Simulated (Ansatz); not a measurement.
Stepwise reaction of `[NH2][Ti]([NH2])([NH2])[NH2]` with hydrogen fluoride, as a gas-phase model of exchange steps in deposition or etching. ΔE in kJ/mol; ΔG adds harmonic PBE0-D4 terms to CCSD(T)/CBS, at 1 bar.

Isolated molecules relaxed with PBE0-D4/def2-TZVP in Ansatz; ΔE leaves out vibrations. CCSD(T)/CBS adds triple-zeta CCSD(T) − MP2 to the extrapolated MP2 energy (def2 sets, frozen cores). This one scheme is used for every species. DFT in def2-TZVPP. B3LYP here is the variant with VWN-RPA as its local correlation; programs differ in this. For Ti outer-core shells are correlated without core-valence functions, which leaves a few kJ/mol of doubt a bond. Scalar relativity is left out up to krypton. One conformer a species, not always the lowest.

```csv
step,reaction,PBE-D4,B3LYP-D4,ωB97M-V,CCSD(T)/CBS,ΔG(500 K)
1,`[NH2][Ti]([NH2])([NH2])[NH2]` + H–F → `[NH2][Ti]([NH2])([NH2])[F]` + NH₃,-125.8,-124.7,-125.5,-111.6,-100.5
2,`[NH2][Ti]([NH2])([NH2])[F]` + H–F → `[NH2][Ti]([NH2])([F])[F]` + NH₃,-110.4,-109.5,-110.7,-96.1,-99.8
4,`[NH2][Ti]([F])([F])[F]` + H–F → `[F][Ti]([F])([F])[F]` + NH₃,-100.4,-96.8,-98.8,-85.5,-62.2
```

**Question.** Give the row of step 3, `[NH2][Ti]([NH2])([F])[F]` + H–F → `[NH2][Ti]([F])([F])[F]` + NH₃. (An estimate is asked.)

**Answer.** Ansatz gave: 
```tsv
step	reaction	PBE-D4	B3LYP-D4	ωB97M-V	CCSD(T)/CBS	ΔG(500 K)
3	`[NH2][Ti]([NH2])([F])[F]` + H–F → `[NH2][Ti]([F])([F])[F]` + NH₃	-105.1	-103.5	-105.3	-90.8	-93.4
```

**Question.** By hand: ΔE of the 4 steps together at CCSD(T)/CBS.

**Answer.** (-111.6) + (-96.1) + (-90.8) + (-85.5) = -384.0 kJ/mol, or -96.0 kJ/mol a step.

In ΔE each step is higher than the one before. All are downhill at CCSD(T)/CBS. ΔG lies between -100.5 and -62.2 kJ/mol a step. PBE-D4 differs from CCSD(T)/CBS by -14.9 to -14.2 kJ/mol a step. Isolated molecules leave out the surface, adducts and barriers. Largest T1 diagnostic: 0.024.
